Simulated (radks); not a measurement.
Initial-state core-level shifts of neutral thallium when its valence configuration changes from [Hg] 6p1. Method: Dirac Kohn-Sham, PBE, spin-unpolarised, spherical densities, finite nucleus; open shells fill j = l - 1/2 first; Fermi nuclear charge, rms radius 5.4759 fm; computed with a radial shooting solver on a logarithmic mesh with Libxc functionals. Shifts are changes of the shell-averaged eigenvalues in eV (positive: less bound); the change of the density at the nucleus, which sets a Mossbauer isomer shift, is in e/bohr^3, on a base of 2.523e+06.

valence,1s,2p,3p,5p,density at nucleus
[Xe] 4f14 5d10 6p3,-3.556,-3.469,-3.495,-3.520,-390.9
[Xe] 4f12 5d10 6s2 6p3,-38.482,-41.213,-45.941,-16.763,+582.9
[Xe] 4f14 5d10 6s1.5 6p1.5,-0.768,-0.752,-0.759,-0.764,-89.6
[Xe] 4f14 5d10 6s1 6p2,-1.496,-1.465,-1.479,-1.488,-183.4
[Xe] 4f14 5d9.5 6s2 6p1.5,-2.509,-2.597,-2.583,-2.327,+39.3
[Xe] 4f12 5d10 6s1.5 6p3.5,-39.478,-42.182,-46.915,-17.726,+458.7
[Xe] 4f14 5d9 6s2 6p2,-5.016,-5.203,-5.170,-4.623,+80.0
[Xe] 4f13 5d10 6s2 6p2,-18.464,-19.792,-22.116,-7.951,+284.3
[Xe] 4f13.5 5d10 6s2 6p1.5,-9.134,-9.785,-10.936,-3.961,+139.8
